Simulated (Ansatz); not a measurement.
H2Zn (SMILES [ZnH2]), charge 0, multiplicity 1, relaxed at each level with Ansatz (a program for electronic structure); harmonic frequencies from differences of analytic forces, average atomic masses, frozen cores.

```
level               Zn1–H2 (Å)  Zn1–H3 (Å)  H2–Zn1–H3 (°)  dipole (D)
------------------  ----------  ----------  -------------  ----------
HF/def2-TZVPP           1.5737      1.5737          180.0        0.00
PBE/def2-TZVPP          1.5422      1.5422          180.0        0.00
r2SCAN/def2-TZVPP       1.5278      1.5278          180.0        0.00
B3LYP/def2-TZVPP        1.5406      1.5406          180.0        0.00
PBE0/def2-TZVPP         1.5411      1.5411          180.0        0.00
wB97X-V/def2-TZVPP      1.5378      1.5378          180.0        0.00
MP2/def2-TZVPP          1.5129      1.5129          180.0        0.00
CCSD(T)/def2-SVP        1.5511      1.5511          180.0        0.00
CCSD(T)/def2-TZVPP      1.5329      1.5329          180.0        0.00
```

Measured: bond lengths of mixed type (r0, rs, rg or re) ZnH 1.535 Å [NIST CCCBDB].
